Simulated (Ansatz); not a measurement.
Compare A (`C[SiH2]/N=C/F`) with its isomer B (`C=N[SiH2]CF`).

Program: Ansatz. Geometries: PBE0-D4/def2-TZVP. ΔE: electronic, gas phase. CCSD(T)/CBS adds triple-zeta CCSD(T) − MP2 to the extrapolated MP2 energy (def2 sets, frozen cores). Functionals use def2-TZVPP. B3LYP here is the variant with VWN-RPA as its local correlation; programs differ in this. One conformer a species, not always the lowest.

A:

Z-matrix (Å, degrees):
```
C
Si 1 1.859
H 1 1.092 2 110.5
H 1 1.093 2 110.5 3 -120.0
H 1 1.092 2 110.9 3 120.0
N 2 1.741 1 108.8 3 -57.5
H 2 1.495 1 110.6 3 -179.3
H 2 1.485 1 111.2 3 59.9
C 6 1.234 2 125.4 1 -122.6
F 9 1.338 6 121.4 2 179.5
H 9 1.095 6 129.6 2 -0.5
```

B:

```xyz
11

C     1.5361    1.1618    1.0413
N     0.8406    0.1141    1.0221
Si    0.2555   -0.6368   -0.4341
C    -1.6314   -0.5598   -0.4163
F    -2.0613    0.7580   -0.5431
H     1.8517    1.5984    1.9961
H     1.8694    1.7007    0.1400
H     0.6599   -2.0663   -0.4172
H     0.7686    0.0316   -1.6669
H    -2.0576   -1.1402   -1.2423
H    -2.0315   -0.9616    0.5204
```

Task: Which isomer does CCSD(T)/CBS put lower? Give the gap. (An estimate is asked.)

Result: The calculation gave: A, by 23.9 kcal/mol.

Task: Give E(B) − E(A) in kcal/mol with B3LYP, PBE0-D4, CCSD(T)/def2-SVP, MP2/def2-TZVPP, HF/def2-TZVPP, PBE-D4, ωB97M-V. (Best estimate.)

Result: The calculation gave: B3LYP 24.2, PBE0-D4 25.8, CCSD(T)/def2-SVP 24.5, MP2/def2-TZVPP 26.3, HF/def2-TZVPP 23.1, PBE-D4 25.7, ωB97M-V 25.1. None reverses the order clearly.

Task: Does the order hold for the free energy at 298.15 K (harmonic terms from PBE0-D4)? (Best estimate.)

Result: Ansatz gave: Yes: G(B) − G(A) = +23.9 kcal/mol, for one conformer each.

Largest T1 diagnostic: 0.013.

In def2-TZVPP, CCSD(T) changes the Hartree–Fock value by +1.3 kcal/mol (the triples alone add +0.4 kcal/mol) and MP2 by +3.2 kcal/mol. Leaving LDA and LC-ωPBE aside and taking each functional with its dispersion term where it has one, the values, not all of them listed here, spread over 3.4 kcal/mol, from BLYP-D4 to r2SCAN-D4. LDA lies +2.6 kcal/mol from PBE without D4.
